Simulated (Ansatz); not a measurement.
C₂H₅BClN (`C=NBCCl`) from Hartree–Fock to CCSD(T)

```xyz
10

C     1.315    1.309   -0.922
N     0.787    0.276   -0.488
B     0.177   -0.826    0.001
C    -1.192   -0.760    0.783
Cl   -1.887    0.872    0.979
H     2.023    1.885   -0.319
H     1.096    1.684   -1.927
H     0.697   -1.894   -0.165
H    -1.073   -1.179    1.784
H    -1.944   -1.368    0.274
```

The species carries charge 0 and has multiplicity 1. Geometry: relaxed with PBE0-D4/def2-TZVP. It is one conformer, not always the lowest. Frozen core, restricted reference, Ansatz 0.2.0. CBS rows extrapolate triple and quadruple zeta; past MP2 they add the triple-zeta difference.

```tsv
basis	HF (Eh)	MP2 corr.
def2-TZVPP	-617.35770	-0.81837
def2-QZVPP	-617.37775	-0.87964
```

(1) Estimate the CCSD correlation energy and the (T) correction in each basis where they were run (hartree).

Results:

(1) 
| basis | CCSD corr. | (T) |
| --- | --- | --- |
| def2-TZVPP | -0.86477 | -0.03875 |
| CBS(def2) | -0.97143 | as TZ |
